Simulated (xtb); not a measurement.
O2W, SMILES [O]=[W]=[O], multiplicity 1. All values are semi-empirical tight-binding results from xtb (GFN2-xTB unless named), good for trends rather than for accurate numbers. Coordinates come from a GFN2-xTB optimisation. The spin state was assumed, not searched.

For metal compounds this method's bond lengths and energies can be far off.

- point group as xtb finds it = C2v
- orbital gap = 2.21 eV
- zero-point energy = 2.7 kcal/mol
- G − E(el) at 298.15 K (modified RRHO) = -14.1 kcal/mol
